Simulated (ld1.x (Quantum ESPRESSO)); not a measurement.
**chlorine (Cl) TM: all-electron and pseudo phase curves**

```json
{"Element": "chlorine", "Generator": "ld1.x (Quantum ESPRESSO) 7.5", "Type": "norm-conserving Troullier–Martins (Kleinman–Bylander form)", "Functional": "PBE", "Relativity": "non-relativistic", "Frozen core": "[Ne]", "Valence charge": "7", "Reference configuration": "3s2 3p5", "Partial waves": "3s (bound): rc 0.90 bohr; 3p (bound): rc 1.10 bohr", "Local potential": "the p channel", "Core correction": "Bessel-smoothed model core, default radius (core density twice the valence density)"}
```

The phase is arctan(r·u′/u) with u = r·R(r), unwrapped; energies in Ry, scanned from -4 to 5 Ry. A pole is an energy at which the radial function vanishes at the test radius. The pseudo phase is shifted by a multiple of π to meet the all-electron one at the reference energy, and phase errors are pseudo minus all-electron; the curves can meet again beyond the range given. Levels narrower than the energy grid can be missing from the lists of poles.

| channel | radius (bohr) | reference energy (Ry) | poles, all-electron | poles, pseudo | unbroken range about the reference energy with phases within 0.05 rad | phase error 1 Ry above the reference energy (rad) |
| --- | --- | --- | --- | --- | --- | --- |
| s | 1.20 | -1.51 | none | 4.98 | below 0.9 | -0.011 |
| p | 1.20 | -0.63 | none | none | below 3.4 | -0.007 |

Phases in the p channel:

| E (Ry) | all-electron | pseudo |
| --- | --- | --- |
| -4.00 | 1.071 | 1.062 |
| -3.76 | 1.053 | 1.044 |
| -3.52 | 1.032 | 1.024 |
| -3.28 | 1.010 | 1.003 |
| -3.04 | 0.986 | 0.979 |
| -2.80 | 0.959 | 0.953 |
| -2.56 | 0.930 | 0.924 |
| -2.32 | 0.897 | 0.892 |
| -2.08 | 0.860 | 0.856 |
| -1.84 | 0.819 | 0.816 |
| -1.60 | 0.772 | 0.770 |
| -1.36 | 0.720 | 0.718 |
| -1.12 | 0.660 | 0.660 |
| -0.88 | 0.593 | 0.593 |
| -0.64 | 0.517 | 0.517 |
| -0.40 | 0.431 | 0.431 |
| -0.16 | 0.335 | 0.333 |
| 0.08 | 0.228 | 0.225 |
| 0.32 | 0.112 | 0.106 |
| 0.56 | -0.011 | -0.021 |
| 0.80 | -0.138 | -0.153 |
| 1.04 | -0.265 | -0.285 |
| 1.28 | -0.388 | -0.414 |
| 1.52 | -0.504 | -0.535 |
| 1.76 | -0.611 | -0.647 |
| 2.00 | -0.707 | -0.747 |
| 2.24 | -0.794 | -0.836 |
| 2.48 | -0.870 | -0.915 |
| 2.72 | -0.938 | -0.985 |
| 2.96 | -0.998 | -1.046 |
| 3.20 | -1.050 | -1.100 |
| 3.44 | -1.097 | -1.148 |
| 3.68 | -1.139 | -1.190 |
| 3.92 | -1.176 | -1.228 |
| 4.16 | -1.210 | -1.262 |
| 4.40 | -1.240 | -1.293 |
| 4.64 | -1.267 | -1.321 |
| 4.88 | -1.292 | -1.346 |
